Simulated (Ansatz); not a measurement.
`C=CCO[SiH3]` + `[OH][Ga]([OH])[Cl]` → `[OH][Ga]([Cl])[O][SiH3]` + `C=CCO`  (ligand exchange at the Si–O bond)

Calculated with Ansatz (gas phase, PBE0-D4/def2-TZVP geometries, no zero-point term in ΔE). CCSD(T)/CBS adds triple-zeta CCSD(T) − MP2 to the extrapolated MP2 energy (def2 sets, frozen cores). DFT in def2-TZVPP. B3LYP here is the variant with VWN-RPA as its local correlation; programs differ in this. For Ga outer-core shells are correlated without core-valence functions, which leaves a few kJ/mol of doubt a bond. Scalar relativity is left out up to krypton. Each species was taken in one conformer, which may not be the lowest.

| level | ΔE (kJ/mol) | difference from CCSD(T)/CBS |
| --- | --- | --- |
| PBE-D4 | -12.5 | 3.1 |
| B3LYP-D4 | -15.1 | 0.5 |
| ωB97X-V | -14.9 | 0.7 |
| ωB97M-V | -14.5 | 1.1 |
| B2PLYP | -14.8 | 0.8 |
| B3LYP | -13.9 | 1.7 |
| MP2/def2-QZVPP | -15.2 | 0.4 |
| SCS-MP2/def2-QZVPP | -16.2 | -0.6 |
| MP2/CBS(def2) | -14.6 | 1.0 |
| CCSD/CBS(def2) | -16.3 | -0.7 |
| CCSD(T)/CBS | -15.6 | 0 |

Largest T1 diagnostic among the species: 0.013.

In def2-TZVPP, CCSD(T) changes the Hartree–Fock value by +4.8 kJ/mol (the triples alone add +0.7 kJ/mol) and MP2 by +5.8 kJ/mol. From PBE to PBE0 (25 % exact exchange), in def2-TZVPP and without D4, ΔE moves by −3.0 kJ/mol.
